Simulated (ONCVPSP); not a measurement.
Hf: one change to an ONCV potential, before and after

- Element: hafnium
- Generator: ONCVPSP 4.0.1
- Type: optimised norm-conserving Vanderbilt (ONCV)
- Functional: PBEsol
- Relativity: scalar-relativistic
- Frozen core: [Xe] 4f14
- Valence charge: 4
- Reference configuration: 5d2 6s2
- Partial waves: 6s: rc 3.15 bohr, ncon 4, nbas 8, qcut 1.8 1/bohr, 2 projectors, debl 3.5 Ha; p scattering state at 0.03 Ha: rc 2.70 bohr, ncon 4, nbas 8, qcut 2.8 1/bohr, 2 projectors, debl 2.1 Ha; 5d: rc 2.40 bohr, ncon 4, nbas 8, qcut 5.7 1/bohr, 1 projector
- Local potential: polynomial inside 2.35 bohr (lpopt 5, dvloc0 1 Ha)
- Core correction: Teter function, fcfact 6, rcfact 1.35

In the p channel the program set the typed energies aside and used 0.050, 2.150 Ha.

All-electron outer shells of the reference configuration (PBEsol, scalar-relativistic, ld1.x):

```tsv
shell	level (eV)	outermost node (bohr)	outermost maximum (bohr)
4f	-16.86	–	0.45
6s	-5.13	1.37	2.89
5d	-2.71	0.67	1.69
```

Change: core correction Teter function, fcfact 2.75, rcfact 1.55.

Cutoffs: the cutoffs (Ha) at which the residual kinetic energy of the hardest occupied pseudo-wave falls to 1 and 0.1 mHa per electron; they do not see the model core or the augmentation charge, which bear on the density cutoff. Errors are all-electron minus pseudo energies relative to the spin-unpolarised reference configuration.

Question: What does the change do?

Answer: The potential gets neither clearly harder nor softer (11 Ha and 16 Ha → 11 Ha and 16 Ha); of the 3 tests that both files solve, the error grows in 2 and shrinks in 1 by more than 15 % and 0.3 meV (median size 22.0 → 40.0 meV); neither file shows a bound ghost. A model core, the more so a compact one, raises the density cutoff, which this test does not measure.

| quantity | base | changed |
| --- | --- | --- |
| cutoff, loose | 11 Ha | 11 Ha |
| cutoff, tight | 16 Ha | 16 Ha |
| bound ghosts | none | none |
| GHOST(+) flags under 300 eV | p at 75.4 eV, s at 79.0 eV | p at 75.4 eV, s at 79.0 eV |
| tests with a reliable result | 3 of 4 | 3 of 4 |
| error for 5d2 6s1, meV [ΔE 8.01 eV] | -21 | -40 |
| error for 5d2 6s0, meV [ΔE 22.17 eV] | -180 | -278 |
| error for 5d1 6s2, meV [ΔE 6.54 eV] | -22 | -14 |
| s: phases at 3.20 bohr within 0.05 rad from the reference energy up to (Ha; the scan ends near 5) | 0.9 | 0.9 |
| p: phases at 2.74 bohr within 0.05 rad from the reference energy up to (Ha; the scan ends near 5) | 2.5 | 2.5 |
| d: phases at 2.43 bohr within 0.05 rad from the reference energy up to (Ha; the scan ends near 5) | 1.2 | 1.2 |
| rms error of d²Exc/dni dnj with the model core, mHa | 2.62 | 4.37 |

Base: The cutoffs count occupied waves only; projector 2 of the p channel, the hardest unoccupied one, needs 38 Ha at the loose tolerance. Changed file: The cutoffs count occupied waves only; projector 2 of the p channel, the hardest unoccupied one, needs 38 Ha at the loose tolerance.
